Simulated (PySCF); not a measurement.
These compounds are isomers of formula C6H6O4.

A. `CC(=O)O[C@H]1C=C1C(=O)O`
B. SMILES C=C[C@H]1COC(=O)C(=O)O1
C. `CC(=O)O[C@H]1C=COC1=O`
D. `COC(=O)c1ccc(O)o1`

Spectrum 1. 13C{1H} NMR (computed): δ 167.0 (C), 164.2 (C), 139.7 (C), 132.0 (CH), 90.7 (CH), 53.1 (CH3).

Spectrum 2. 13C{1H} NMR (computed): δ 176.1 (C), 164.7 (C), 138.8 (CH), 129.9 (C), 51.3 (CH), 23.5 (CH3).

Spectrum 3. 13C{1H} NMR (computed): δ 160.3 (C), 159.4 (C), 140.2 (CH), 129.7 (CH2), 79.5 (CH), 70.4 (CH2).

Spectrum 4. 13C{1H} NMR (computed): δ 177.5 (C), 175.4 (C), 154.5 (CH), 115.5 (CH), 68.7 (CH), 22.6 (CH3).

PySCF calculation with geometry: GFN2-xTB and shielding tensors at PBE0/pcSseg-1 (GIAO); averaged over atoms made equivalent by symmetry, fast rotation or ring inversion, in vacuum, relativity neglected, a single conformation.

Referencing at the same level of theory: TMS for 13C (186.93 ppm). Acid and N–H amide carbonyl carbons lie up to 10 ppm further downfield in solution (hydrogen bonding). Shifts are as computed. Against solution values, carbons near 30 ppm lie about +3 ppm off and those near 130 ppm about +5 ppm (rms about the fit 2.1 ppm; single classes can miss by 10 ppm). Of 1328 compounds with measured shifts, 309 miss one by over three times the rms of a fit or turn the order of signals round; such compounds aren't used in these exercises. Signals without a measured value on file couldn't be tested in this way; 1H shifts scatter by 0.2 ppm about their fit, and single ones miss by 0.5 ppm.

Task: Match each spectrum to its structure.

Result: 1–D, 2–A, 3–B, 4–C.

- Spectrum 1 (D): 6 13C signals; δC 167.0 is an aromatic carbon bearing oxygen; δC 164.2 is an ester carbonyl carbon.
- Spectrum 2 (A): 6 13C signals; δC 176.1 is an ester carbonyl carbon; δC 164.7 is a carboxylic acid carbon.
- Spectrum 3 (B): 6 13C signals; δC 160.3 is an ester carbonyl carbon; δC 159.4 is an ester carbonyl carbon.
- Spectrum 4 (C): 6 13C signals; δC 177.5 is an ester carbonyl carbon; δC 175.4 is an ester carbonyl carbon.
